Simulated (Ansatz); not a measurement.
Total energies of C$_{2}$H$_{3}$FInN, SMILES `[CH3][In]([F])[C]#N`.

```tsv
atom	x (Å)	y (Å)	z (Å)
C1	-0.5997	-0.3715	-1.3446
In2	0.0446	0.4767	0.4830
F3	-0.5758	2.2640	0.9440
C4	1.2944	-0.2090	2.0402
N5	1.9863	-0.6470	2.8523
H6	-0.1800	-1.3671	-1.4741
H7	-0.2815	0.2768	-2.1608
H8	-1.6883	-0.4231	-1.3400
```

The species carries charge 0 and has multiplicity 1. Correlated methods include outer-core shells of In, which these sets cover unevenly. In: def2 effective core potential. Geometry: relaxed with PBE0-D4/def2-TZVP. Basis def2-TZVPP, Ansatz 0.2.0.

RPA on PBE orbitals: Hartree–Fock energy of these orbitals -420.63908 Eh, correlation -1.57439 Eh (frozen core).

| functional | energy without D4 (Eh) | D4 term (kJ/mol) |
| --- | --- | --- |
| HSE06 (plane-wave form) | -422.59028 | -10.9 |
| CAM-B3LYP | -422.75211 | -11.9 |

(1) Give the same for LDA (SPW92), PBE, revPBE, BLYP, r2SCAN, B97M-V, PBE0, B3LYP, r2SCANh, r2SCAN0, BHLYP, LC-ωPBE, ωB97X-V, ωB97M-V, B2PLYP, PBE-QIDH. (An estimate is asked.)

B3LYP takes the VWN-RPA correlation (the form of Gaussian; ORCA's B3LYP/G). HSE06 is the plane-wave form, built on full-range PBE exchange. The double hybrids freeze the cores in their second-order part.

## Answers

(1) Ansatz gave: 
```tsv
functional	energy without D4 (Eh)	D4 term (kJ/mol)
LDA (SPW92)	-420.73151	–
PBE	-422.60153	-13.5
revPBE	-422.84255	-36.4
BLYP	-422.77248	-28.9
r2SCAN	-422.81340	-3.3
B97M-V	-422.81907	–
PBE0	-422.60284	-11.5
B3LYP	-422.93303	-22.0
r2SCANh	-422.78511	-3.5
r2SCAN0	-422.74434	-3.9
BHLYP	-422.66455	-18.9
LC-ωPBE	-422.74292	–
ωB97X-V	-422.76793	–
ωB97M-V	-422.74055	–
B2PLYP	-422.49290	–
PBE-QIDH	-422.36916	–
```

LC-ωPBE has ω = 0.4 bohr⁻¹.
